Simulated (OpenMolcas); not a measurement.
**F2+: effect of the basis set**

```json
{
  "Program": "OpenMolcas 26.06",
  "Method": "CASSCF",
  "Active space": "5 electrons in 8 orbitals (2s 2p 3s 3p)",
  "State averaging": "2S+1 = 4 odd, 1 root; 2S+1 = 2 odd, 8 roots; 2S+1 = 4 even, 3 roots; 2S+1 = 2 even, 9 roots",
  "Spin-orbit coupling": "state interaction with AMFI integrals over the reference wave functions, term energies averaged over their components"
}
```

A. ANO-RCC-VTZP [4s3p2d1f], DKH2, point nucleus; cost roughly 12 core-seconds
B. ANO-R2 [4s4p2d1f], X2C, finite nucleus; cost roughly 17 core-seconds
C. ANO-RCC-VQZP [5s4p3d2f1g], DKH2, point nucleus; cost about 30 core-seconds
D. ANO-RCC [8s7p4d3f2g], DKH2, point nucleus; cost roughly 30 core-seconds

Energies in eV above 2s2 2p3 4S* 3/2, the measured ground level; measured values from Moore, Atomic Energy Levels, vol. I, NSRDS-NBS 35 (1971 reprint of NBS Circular 467, 1949).

```json
{"Level": "2s2 2p3 4S* 3/2", "A": "0.0000", "B": "0.0000", "C": "0.0000", "D": "0.0000", "Measured": "0.0000"}
{"Level": "2s2 2p3 2D* 3/2", "A": "4.6621", "B": "4.7101", "C": "4.6983", "D": "4.6895", "Measured": ""}
{"Level": "2s2 2p3 2D* 5/2", "A": "4.6649", "B": "4.7127", "C": "4.7009", "D": "4.6922", "Measured": ""}
{"Level": "2s2 2p3 2P* 1/2", "A": "6.2881", "B": "6.3410", "C": "6.3291", "D": "6.3174", "Measured": ""}
{"Level": "2s2 2p3 2P* 3/2", "A": "6.2906", "B": "6.3432", "C": "6.3312", "D": "6.3195", "Measured": ""}
{"Level": "2s 2p4 4P 5/2", "A": "18.8854", "B": "18.8905", "C": "18.8935", "D": "18.8826", "Measured": "18.8329"}
{"Level": "2s 2p4 4P 3/2", "A": "18.9212", "B": "18.9260", "C": "18.9291", "D": "18.9185", "Measured": "18.8748"}
{"Level": "2s 2p4 4P 1/2", "A": "18.9425", "B": "18.9470", "C": "18.9502", "D": "18.9398", "Measured": "18.8964"}
{"Level": "2s 2p4 2D 3/2", "A": "27.3971", "B": "27.4093", "C": "27.4366", "D": "27.4174", "Measured": "26.0684"}
{"Level": "2s 2p4 2D 5/2", "A": "27.3994", "B": "27.4110", "C": "27.4383", "D": "27.4191", "Measured": "26.0664"}
{"Level": "2s 2p4 2S 1/2", "A": "31.6059", "B": "31.6195", "C": "31.6680", "D": "31.6451", "Measured": "30.7803"}
```

Deviations, from unrounded energies. A percentage is the sum of absolute deviations over the sum of measured energies, with the sign that they share, or ± where signs differ.

```tsv
Against measurement	Levels	A	B	C	D
mean absolute deviation (cm-1)	6	4900	5000	5100	5000
other configurations (%)	6	+2.6	+2.6	+2.7	+2.7
```

A, B, C, D lie about equally close to measurement. The largest miss of A in the table is 2s 2p4 2D 5/2, by +11000 cm-1. The ranking rests on the paired levels alone, and a cruder setting can come out closer through cancelling errors.

Among A to D the level of the table that moves most is 2s 2p4 2S 1/2, by 500 cm-1 (lowest in A, highest in C).

Active for correlation alone: 3p 3s; no level in the range computed is led by a configuration that fills them, so any true level of that kind is missing. Computed and measured levels are paired by configuration, term and J; levels that our copy of the source lacks, or whose pairing is in doubt (as where it misses far off the trend of its configuration), stay unpaired and out of the deviations. Levels of configurations outside the active space are missing. Levels that lie high or do not pair safely by name in every column are left out.

* marks odd parity.
